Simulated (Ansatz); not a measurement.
`O=CC#CF` and `FC#C[SeH]` differ in one atom or group.

Ansatz, PBE0-D4/def2-TZVP geometries, multiplicity 1. Each molecule was computed in one conformer, which needn't be the lowest.

Scalar relativity is left out up to krypton.

| property | `O=CC#CF` |
| --- | --- |
| HOMO–LUMO gap (B3LYP/def2-TZVPP) / eV | 5.73 |
| HOMO energy (PBE0/def2-TZVPP) / eV | -8.19 |
| size of the dipole moment (ωB97M-V/def2-TZVPP) / D | 2.61 |
| HOMO–LUMO gap (PBE/def2-TZVPP) / eV | 3.45 |
| HOMO–LUMO gap (PBE0/def2-TZVPP) / eV | 6.23 |
| ideal-gas entropy at 298 K and 1 bar (rigid rotor, harmonic PBE0-D4/def2-TZVP) / J/(mol·K) | 298 |

Task: What does the change do to each property? (An estimate is asked.)

Result: Ansatz gave: 
```json
{"property": "HOMO–LUMO gap (B3LYP/def2-TZVPP) / eV", "`FC#C[SeH]`": "5.88", "shift": "0.15"}
{"property": "HOMO energy (PBE0/def2-TZVPP) / eV", "`FC#C[SeH]`": "-6.74", "shift": "1.45"}
{"property": "size of the dipole moment (ωB97M-V/def2-TZVPP) / D", "`FC#C[SeH]`": "0.75", "shift": "-1.86"}
{"property": "HOMO–LUMO gap (PBE/def2-TZVPP) / eV", "`FC#C[SeH]`": "4.30", "shift": "0.85"}
{"property": "HOMO–LUMO gap (PBE0/def2-TZVPP) / eV", "`FC#C[SeH]`": "6.38", "shift": "0.15"}
{"property": "ideal-gas entropy at 298 K and 1 bar (rigid rotor, harmonic PBE0-D4/def2-TZVP) / J/(mol·K)", "`FC#C[SeH]`": "301", "shift": "3"}
```

With PBE0 the HOMO rises by 1.45 eV and the LUMO rises by 1.59 eV, so the gap widens by about 0.14 eV. PBE moves the HOMO by 0.83 eV and ωB97M-V by 1.81 eV. The zero-point energy changes by -29.9 kJ/mol with -3 modes. Dipoles are sizes alone; their direction can turn.

B3LYP here is the variant with VWN-RPA as its local correlation; programs differ in this.

Spin–orbit coupling is left out; it splits and shifts lone-pair levels of the heavy atoms by tenths of an eV.
